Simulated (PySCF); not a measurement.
Two species compared at the same levels of theory.

First species: C₅H₅ClO.
SMILES: `Cc1occc1Cl`

Second species: C6H13NO.
InChI=1S/C6H13NO/c1-7(2)5-4-6-8-3/h4-5H,6H2,1-3H3/b5-4+

Levels: PBE0/pcSseg-1 for dipole moment, HOMO energy, LUMO energy and HOMO–LUMO gap; GFN2-xTB for rotational constant A and rotational constant C. Geometries: GFN2-xTB. Each species is one conformer at its optimised geometry, gas phase, non-relativistic unless stated. Electronic properties by PySCF.

Dipoles, sizes and rotational constants follow the conformer. The torsions of the flexible species, by atom-mapped SMILES:
- `[CH3:1][O:2][CH2:3]/[CH:4]=[CH:5]/[N:6]([CH3:7])[CH3:8]`: C1–O2–C3–C4 67°, O2–C3–C4–C5 -112°, C4–C5–N6–C7 7°

(1) Which has the higher dipole moment?

(2) Which has the higher LUMO energy?

(3) Which has the higher rotational constant C?

(4) Which has the higher HOMO energy?

(5) Which of the two has the higher HOMO–LUMO gap, and by how much?

(6) Which of the two has the higher rotational constant A, and by how much?

Results:

(1) The second: 3.14 D against 1.04 D, a difference of 2.10 D.

(2) The second: 0.88 eV against 0.16 eV, a difference of 0.72 eV.

(3) The first: 1.297 GHz against 0.844 GHz, a difference of 0.453 GHz.

(4) The second: -5.70 eV against -6.50 eV, a difference of 0.80 eV.

(5) The first: 6.66 eV against 6.58 eV, a difference of 0.08 eV.

(6) The second: 4.451 GHz against 3.597 GHz, a difference of 0.854 GHz.

On the first: The dipole matches unit charges of opposite sign 0.22 Å apart (1 e·Å = 4.8032 D).

On the second: The dipole matches unit charges of opposite sign 0.65 Å apart (1 e·Å = 4.8032 D). A dipole of 3.14 D is allowed in C1, and pure rotational transitions are dipole-allowed.
